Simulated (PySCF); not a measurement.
# Field gradients at the hydrogen positions

Compound: C₈H₁₂P (charge -1).
Geometry (GFN2-xTB, Å), atoms numbered from 1 in this order:
```
atom  x, y, z in Å
C1     1.3619   -1.2992    1.4039
C2     1.3482   -0.2516    0.3258
C3     2.5131    0.3655   -0.1499
C4     2.2679    1.2937   -1.1358
P5     0.5744    1.4416   -1.5165
C6     0.2062    0.2089   -0.3145
C7    -1.1890   -0.2322    0.0370
C8    -1.7906    0.7159    1.0800
C9    -2.0903   -0.2829   -1.1933
H10    0.7789   -0.9875    2.2752
H11    0.9444   -2.2466    1.0489
H12    2.3856   -1.4845    1.7317
H13    3.5062    0.1337    0.2231
H14    3.0278    1.8806   -1.6364
H15   -1.1430   -1.2398    0.4772
H16   -1.8480    1.7183    0.6597
H17   -1.1563    0.7551    1.9642
H18   -2.7921    0.3964    1.3802
H19   -1.7010   -1.0006   -1.9129
H20   -2.1011    0.6964   -1.6661
H21   -3.1123   -0.5644   -0.9271
```

Level: PBE0/pcSseg-1 (PySCF, non-relativistic); Q(2H) = 0.00286 b; rigid geometry, the same for H and D, with no vibrational averaging.

**Question.** Rank these positions by the coupling χzz of a deuteron there, largest first.
A. H14 (aromatic hydrogen)
B. H13 (aromatic hydrogen)
C. H15 (methine hydrogen)
D. H18 (methyl hydrogen)

**Answer.** A (231 kHz), B (225 kHz), D (210 kHz), C (197 kHz).

**Question.** What are Vzz, η and χzz (234.96 MHz × Q × Vzz) at all hydrogens?

**Answer.** 
| atom | bonded to | bond length (Å) | Vzz (au) | η | χzz (kHz) |
| --- | --- | --- | --- | --- | --- |
| H10 | C1 | 1.094 | 0.3108 | 0.01 | 209 |
| H11 | C1 | 1.094 | 0.3100 | 0.01 | 208 |
| H12 | C1 | 1.091 | 0.3161 | 0.01 | 212 |
| H13 | C3 | 1.086 | 0.3346 | 0.09 | 225 |
| H14 | C4 | 1.083 | 0.3438 | 0.07 | 231 |
| H15 | C7 | 1.101 | 0.2925 | 0.02 | 197 |
| H16 | C8 | 1.088 | 0.3139 | 0.02 | 211 |
| H17 | C8 | 1.089 | 0.3175 | 0.01 | 213 |
| H18 | C8 | 1.093 | 0.3127 | 0.01 | 210 |
| H19 | C9 | 1.088 | 0.3180 | 0.01 | 214 |
| H20 | C9 | 1.088 | 0.3125 | 0.02 | 210 |
| H21 | C9 | 1.093 | 0.3131 | 0.01 | 210 |

**Question.** How does χzz go with the bond length over the 12 C–H bonds?

**Answer.** A straight-line fit has a slope of -16.3 kHz for each 0.01 Å, with a correlation coefficient of -0.89, over lengths from 1.083 to 1.101 Å. The longer bonds have the smaller couplings here.

The structure is a single GFN2-xTB conformer in the gas phase; no vibrational or solvent corrections. The pcSseg-1 basis has no diffuse functions, a weakness for an anion. GFN2-xTB bond lengths can be off by several hundredths of an ångström, more for odd bonds, and the gradients follow them. With a basis this small, the couplings can be 20 % off.

The run behind these numbers computed NMR shieldings as well. On one thread, Arm Neoverse V1 (aarch64), shared host with 32 logical CPUs at a one-minute load of 10, this took 41 s of wall time and 1.1 GiB of memory at its peak.
